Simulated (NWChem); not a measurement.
Species: AlH₄ anion; SMILES [AlH4-]

```xyz
5

Al     0.0000     0.0000     0.0000
H     -0.9488     0.9488    -0.9488
H      0.9488    -0.9488    -0.9488
H     -0.9488    -0.9488     0.9488
H      0.9488     0.9488     0.9488
```
Atoms are numbered in this order, from 1.

Program: NWChem. Sets without diffuse functions describe the anion's extra electron poorly. All runs use the structure optimised with B3LYP/def2-SVPD. GIAO values for the isolated, static molecule; σ is the absolute isotropic shielding.

```json
[
 {"level": "B3LYP/cc-pVDZ", "basis functions": "38", "σ Al1 (ppm)": "543.3", "σ H2 (ppm)": "28.57", "relative time": "2"},
 {"level": "B3LYP/cc-pVTZ", "basis functions": "90", "σ Al1 (ppm)": "484.0", "σ H2 (ppm)": "28.41", "relative time": "8"},
 {"level": "B3LYP/pcSseg-1", "basis functions": "44", "σ Al1 (ppm)": "485.1", "σ H2 (ppm)": "28.43", "relative time": "1"},
 {"level": "B3LYP/pcSseg-2", "basis functions": "99", "σ Al1 (ppm)": "478.4", "σ H2 (ppm)": "28.30", "relative time": "5"}
]
```

Relative times are rough (shared machine, one core).
